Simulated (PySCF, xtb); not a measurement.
C5H6Se, SMILES C=CC1=C[Se]C1. Other conformers were not sampled.

Harmonic wavenumbers (cm⁻¹) from GFN2-xTB in xtb at its own minimum, in rising order: 112, 178, 196, 372, 373, 488, 612, 641, 690, 720, 813, 874, 885, 996, 1001, 1006, 1053, 1082, 1275, 1297, 1390, 1406, 1591, 1646, 2991, 2991, 3055, 3106, 3108, 3137.

Problem. What does B3LYP-D3(BJ)/def2-SVP run with PySCF give at its own minimum? (Estimate from the structure and the level; the computed values follow.)

Solution. 120, 186, 219, 384, 396, 500, 621, 660, 704, 817, 866, 885, 914, 1009, 1023, 1054, 1112, 1120, 1300, 1329, 1421, 1426, 1621, 1696, 3081, 3139, 3148, 3155, 3220, 3240. Paired by order, the mean absolute difference is 43 cm⁻¹ and the zero-point energies are 55.9 and 57.7 kcal/mol.
